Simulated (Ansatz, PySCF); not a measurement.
Molecule: sum formula BN3H6, charge 0, multiplicity 1. 
Geometry from a B3LYP-D3(BJ)/def2-TZVP (Ansatz, a program for electronic structure) optimisation:
```xyz
10

B      0.0001     0.0000     0.0000
N      1.4250     0.0680    -0.0780
N     -0.6432    -1.2496     0.2579
N     -0.7832     1.1815    -0.1799
H      1.9304     0.9298    -0.1686
H      2.0168    -0.7414    -0.0475
H     -0.1412    -2.0988     0.4402
H     -1.6370    -1.3760     0.2065
H     -0.3870     2.0736    -0.4112
H     -1.7730     1.2132    -0.0198
```
Charge 0, spin multiplicity 1.

Wanted: atomisation energy (electronic, to ground-state atoms); the coupled-cluster value holds the core correlation from cc-pwCVTZ, in kcal/mol. Cores are frozen in the correlated levels unless marked. UHF or UKS for open shells. Spin-orbit coupling is left out. Non-relativistic. CBS(X,Y): correlation extrapolated as X^-3; Hartree-Fock from the larger set. The bracket is a focal-point correction in the basis named.

Level to compare with: RI-MP2/CBS(aug-cc-pVTZ,aug-cc-pVQZ)+[CCSD(T)-MP2]/aug-cc-pVTZ plus the core term (Ansatz), 908.1 kcal/mol. It is a level with limits of its own, and the differences hold the functionals' basis error too.

Rank these functionals by how close they come to RI-MP2/CBS(aug-cc-pVTZ,aug-cc-pVQZ)+[CCSD(T)-MP2]/aug-cc-pVTZ, closest first: M06-2X/def2-TZVPD (PySCF); wB97M-V/def2-TZVPD (Ansatz); r2SCAN0/def2-TZVPD (Ansatz).

M06-2X/def2-TZVPD (hybrid meta-GGA, 906.6 kcal/mol, difference -1.5), wB97M-V/def2-TZVPD (range-separated hybrid meta-GGA with VV10, 911.9 kcal/mol, difference 3.8), r2SCAN0/def2-TZVPD (hybrid meta-GGA, 884.8 kcal/mol, difference -23.3)
